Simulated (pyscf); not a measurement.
# `[NH2][SiH2][Cl]`, singlet

Gas-phase minimum from PySCF at ωB97X-D3(BJ)/def2-SVP, one conformer. 

```xyz
7

N      0.6336    -0.6235     0.0552
Si     0.0561     0.9247     0.5157
Cl    -1.4892     1.6603    -0.6727
H      1.1938    -0.7316    -0.7842
H      0.0721    -1.4511     0.2280
H      1.1686     1.8981     0.3949
H     -0.4893     0.8345     1.8920
```
Charge 0, spin multiplicity 1.

Bond lengths (Å): N1–Si2 1.715, N1–H4 1.015, N1–H5 1.015, Si2–Cl3 2.084, Si2–H6 1.483, Si2–H7 1.483. Angles (°): Si2–N1–H4 120.3, Si2–N1–H5 120.3, H4–N1–H5 111.1, N1–Si2–Cl3 114.5, N1–Si2–H6 108.5, N1–Si2–H7 108.5, Cl3–Si2–H6 106.1, Cl3–Si2–H7 106.1, H6–Si2–H7 113.0.

Properties at ωB97X-D3(BJ)/def2-SVP:

```yaml
harmonic_wavenumbers_unscaled: 234, 250, 440, 539, 544, 773, 878, 913, 934, 949, 1557, 2296, 2301, 3618, 3713 cm⁻¹
zero_point_energy: 28.5 kcal/mol
rotational_symmetry_number: 1
Entropy of this conformer at 298 K and 1 atm, rigid rotor and harmonic oscillator, modes under 100 cm⁻¹ raised to 100: 293.5 J/(mol K)
dipole_moment: 2.09 D
```

Single-point totals, which compare only within one level (frozen core for MP2 and CC):

```tsv
level	total energy (hartree)
ωB97X-D3(BJ)/def2-TZVP	-807.03327
PBE/def2-TZVP	-806.56583
r²SCAN/def2-TZVP	-806.88956
B3LYP-D3(BJ)/def2-TZVP	-807.02764
PBE0-D3(BJ)/def2-TZVP	-806.64281
M06-2X/def2-TZVP	-806.91629
ωB97M-D3(BJ)/def2-TZVP	-807.08561
HF/def2-TZVPP	-805.34714
MP2/def2-TZVPP	-805.87797
CCSD/def2-TZVPP	-805.91685
CCSD(T)/def2-TZVPP	-805.93843
```

The CCSD(T) − MP2 part came from Ansatz, without density fitting, on the same reference.
